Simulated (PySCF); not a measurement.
Molecule: SMILES CC(=O)O[C@@H]1COC(=O)O1, C5H6O5.

Geometry (Å), atoms numbered from 1 in this order:
```xyz
16

C     2.7942    0.4855   -0.1106
C     1.6665   -0.2083    0.5857
O     1.7476   -0.9402    1.5272
O     0.4825    0.0943   -0.0183
C    -0.6993   -0.3765    0.5815
C    -1.6775   -0.8824   -0.4979
O    -2.6844    0.1038   -0.5242
C    -2.4919    1.0037    0.4526
O    -3.1945    1.9266    0.6736
O    -1.3859    0.6912    1.1725
H     3.7315   -0.0084    0.1264
H     2.6201    0.5000   -1.1823
H     2.8347    1.5145    0.2428
H    -0.4398   -1.1139    1.3528
H    -2.1198   -1.8488   -0.2425
H    -1.1916   -0.9323   -1.4751
```

Frames of a GFN2-xTB Langevin trajectory at 300 K; GIAO PBE0/pcSseg-1 shieldings in PySCF, gas phase, non-relativistic; equivalent atoms averaged within each frame.

Chemical shifts δ = σref − σ; ¹³C (σref 186.93) vs TMS; ¹⁷O (σref 336.08) against H2O, all at this level. The references are static minima.

Task: How do the shifts (ppm) fluctuate along the trajectory?

Result: 
```csv
time (fs),C2,C8,C5,C6,C1,O3,O9,O4,O10,O7
250,181.0,156.9,91.3,69.9,27.3,462.3,307.1,263.3,195.3,129.7
425,174.4,156.4,94.8,77.0,30.0,429.4,297.3,249.4,189.7,155.8
625,171.9,158.9,97.0,72.2,19.4,447.9,316.1,229.4,212.4,146.3
800,168.9,163.4,90.9,85.8,18.0,440.3,322.8,229.4,190.9,164.2
1000,182.6,162.6,96.5,70.5,23.5,460.5,327.9,286.8,214.2,157.4
mean of frames,175.7,159.6,94.1,75.1,23.6,448.1,314.3,251.7,200.5,150.7
standard deviation,5.9,3.2,2.9,6.6,5.1,13.8,12.3,24.3,11.9,13.4
```

5 frames give an uncertainty of the mean of about the standard deviation over 2.2 at best, since frames this close in time may not be independent; classical motion lacks zero-point vibration, and the reference would need the same averaging.
